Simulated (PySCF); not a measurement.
Cd(OMe)(SiH3) (CH6CdOSi), SMILES [Cd]([O]C)[SiH3].

The structure is a stationary point at B3LYP-D3(BJ)/def2-SVP. The structure was generated by enumeration; whether it is a known compound was not checked. The def2 effective core potentials stand for the cores of Cd; spin–orbit coupling is left out. One conformer was computed; it need not be the lowest.

Two levels are set side by side: TDA-PBE/def2-SVPD (PySCF) and TDA-LC-ωPBE/def2-SVPD (PySCF). Vertical, same geometry. The lowest singlet is HOMO→LUMO 90 % with PBE and HOMO→LUMO 65 %, HOMO→LUMO+2 20 % with the other functional; states are paired by order. Differences are taken from unrounded values.

```csv
quantity,TDA-LC-ωPBE,TDA-PBE,TDA-PBE minus TDA-LC-ωPBE
lowest singlet excitation (eV),5.53,3.80,-1.73
lowest triplet excitation (TDA) (eV),5.12,3.60,-1.52
first bright state (f over 0.05) (eV),6.09,4.90,-1.19
its oscillator strength,0.06,0.27,0.21
```

A lower first singlet is the usual sign of a functional without exact exchange. Differences between two approximate levels are no errors against the true value.

Rough cost on one machine, each run with all the roots and properties that it gave: TDA-LC-ωPBE against TDA-PBE about 3 times.
